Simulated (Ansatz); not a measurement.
Reaction (ligand exchange at the Si–O bond): `F[SiH2]O[SiH3]` + `[CH3][Al]([F])[SH]` → `[CH3][Al]([F])[S][SiH3]` + `O[SiH2]F`

Program: Ansatz. Geometries: PBE0-D4/def2-TZVP. ΔE: electronic, gas phase. CBS: MP2 limit from def2 TZ/QZ plus the TZ coupled-cluster correction, frozen cores. DFT in def2-TZVPP. B3LYP here is the variant with VWN-RPA as its local correlation; programs differ in this. Each species was taken in one conformer, which may not be the lowest.

`F[SiH2]O[SiH3]`:

```xyz
9

F     0.709   -1.657    1.657
Si    1.203   -0.949    0.317
O     0.309    0.369    0.041
Si   -1.144    1.025   -0.349
H     2.606   -0.536    0.516
H     1.033   -1.928   -0.780
H    -0.897    2.300   -1.063
H    -1.920    1.281    0.888
H    -1.899    0.095   -1.228
```

`[CH3][Al]([F])[SH]`:

```xyz
8

C    -0.311    0.989   -0.532
Al    0.240   -0.839   -0.225
F     0.496   -1.852   -1.503
S     0.579   -1.755    1.720
H    -0.471    1.540    0.396
H     0.443    1.522   -1.118
H    -1.240    1.017   -1.109
H     0.265   -0.621    2.371
```

`[CH3][Al]([F])[S][SiH3]`:

Cartesian coordinates in Å:
```
C -1.357 1.115 0.102
Al -1.297 -0.814 -0.023
F -2.707 -1.668 -0.039
S 0.486 -2.056 -0.149
Si 1.984 -0.533 -0.081
H -1.834 1.416 1.040
H -1.964 1.525 -0.710
H -0.372 1.583 0.059
H 1.864 0.403 -1.229
H 3.292 -1.226 -0.146
H 1.905 0.256 1.176
```

`O[SiH2]F`:

```xyz
6

O     0.728   -0.021   -1.044
Si   -0.109    0.161    0.343
F     0.045   -1.125    1.275
H     0.407   -0.635   -1.705
H     0.491    1.311    1.042
H    -1.561    0.309    0.089
```

```tsv
level	ΔE (kJ/mol)
r2SCAN-D4	37.4
PBE0	33.3
B3LYP	50.3
CCSD(T)/def2-TZVPP	44.2
```

(1) What does CCSD(T)/CBS give? (An estimate is asked.)

Largest T1 diagnostic among the species: 0.012.

Answers

(1) Computed: +41.7 kJ/mol. The listed levels differ from it by -4.3, -8.4, 8.6, 2.5 kJ/mol.

The D4 term adds −4.8 kJ/mol with B3LYP and −2.6 kJ/mol with PBE0; it sums over pairs of atoms, weighted by their polarisabilities, and B3LYP, whose exchange is more repulsive, gets the larger term. In def2-TZVPP, CCSD(T) changes the Hartree–Fock value by −21.8 kJ/mol (the triples alone add −4.4 kJ/mol) and MP2 by −25.4 kJ/mol.
